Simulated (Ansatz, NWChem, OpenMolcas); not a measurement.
## GeSiH4F2 (SMILES F[SiH](F)[GeH3]): methods side by side

GeSiH4F2: 8 atoms, total charge 0, spin state singlet. As SMILES, `F[SiH](F)[GeH3]`. Geometry: relaxed at PBE0-D4/def2-TZVP.

Quantity: the vertical energy of the triplet above the singlet, in eV. The values are calculated.

```
            level                    kind     program  value (eV)
      HF/def2-SVP            Hartree–Fock      NWChem        6.77
   SVWN5/def2-SVP                     LDA      Ansatz        6.07
    BLYP/def2-SVP                     GGA  OpenMolcas        6.12
  r2SCAN/def2-SVP                meta-GGA      Ansatz        6.18
 r2SCAN0/def2-SVP         hybrid meta-GGA      Ansatz        6.37
   HSE06/def2-SVP  range-separated hybrid      Ansatz        6.31
PBE-QIDH/def2-SVP           double hybrid      Ansatz        6.71
RPA@PBE0/def2-SVP                     RPA      Ansatz        6.73
    CCSD/def2-SVP   coupled cluster or CI      Ansatz        6.87
```

All-electron rows without a relativistic Hamiltonian named are non-relativistic. The values span 6.07 to 6.87 eV. A triplet this far above the singlet is often a Rydberg-like or dissociative state; sets without diffuse functions put Rydberg states too high. In the correlated wave-function rows the outer d shell of Ge is correlated, in sets not made for it.
